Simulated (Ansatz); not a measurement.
Tuning the range parameter of LC-ωPBE so that −HOMO meets the ionisation energy; basis def2-SVP, Ansatz. System: Si20AsH28⁻. The state is a singlet with charge -1. Geometry: PBE-D4/def2-SVP. The ionised state is a doublet.

Geometry of the singlet:

Cartesian coordinates in Å:
```
As 4.098 1.057 1.793
Si 1.254 -2.237 2.638
Si 3.799 -1.548 -1.146
Si 3.091 2.154 -1.839
Si 0.750 0.813 0.888
Si -0.417 3.525 -2.098
Si 0.332 -0.230 -2.509
Si -2.967 2.570 0.521
Si 0.659 -2.987 0.477
Si -2.167 -3.417 2.818
Si -2.572 -1.039 -0.144
Si -1.883 0.257 3.357
Si -3.211 1.191 -3.116
Si 4.379 0.656 -0.565
Si -0.766 -1.775 3.782
Si 1.509 -2.002 -1.479
Si 0.846 1.711 -1.295
Si -1.610 0.726 1.073
Si -2.699 3.057 -1.770
Si -1.980 -0.684 -2.395
Si -1.699 -3.110 0.529
H 5.515 1.699 1.872
H 3.473 2.446 1.559
H 2.381 -1.254 2.774
H 1.704 -3.514 3.341
H 4.353 -2.521 -0.126
H 4.522 -1.849 -2.445
H 3.494 3.563 -1.461
H 3.404 1.994 -3.313
H 0.850 2.111 1.707
H -0.056 4.780 -1.333
H -0.165 3.828 -3.562
H 0.742 -0.207 -3.969
H -2.555 3.800 1.301
H -4.435 2.339 0.821
H 1.126 -4.432 0.402
H -1.798 -4.812 3.271
H -3.625 -3.204 3.155
H -4.083 -1.056 -0.027
H -1.276 1.369 4.183
H -3.314 0.096 3.829
H -2.909 1.527 -4.561
H -4.691 0.881 -3.048
H 5.855 0.798 -0.884
H -0.594 -2.024 5.266
H 1.480 -3.157 -2.469
H -3.578 4.216 -2.201
H -2.341 -1.879 -3.255
H -2.222 -4.228 -0.347
```

Single mean-field runs in def2-SVP are fitted with def2-universal-jkfit.

```json
{"ω (1/bohr)": "0.1", "HOMO (eV)": "-3.23", "LUMO (eV)": "1.92", "vertical IE (eV)": "3.62", "HOMO + IE (eV)": "0.38"}
{"ω (1/bohr)": "0.15", "HOMO (eV)": "-3.66", "LUMO (eV)": "2.34", "vertical IE (eV)": "3.62", "HOMO + IE (eV)": "-0.04"}
{"ω (1/bohr)": "0.2", "HOMO (eV)": "-3.99", "LUMO (eV)": "2.63", "vertical IE (eV)": "3.63", "HOMO + IE (eV)": "-0.36"}
{"ω (1/bohr)": "0.3", "HOMO (eV)": "-4.46", "LUMO (eV)": "2.99", "vertical IE (eV)": "3.66", "HOMO + IE (eV)": "-0.79"}
```

Question: Where does the tuning condition hold?

Answer: Near ω = 0.15 bohr⁻¹, by linear interpolation.
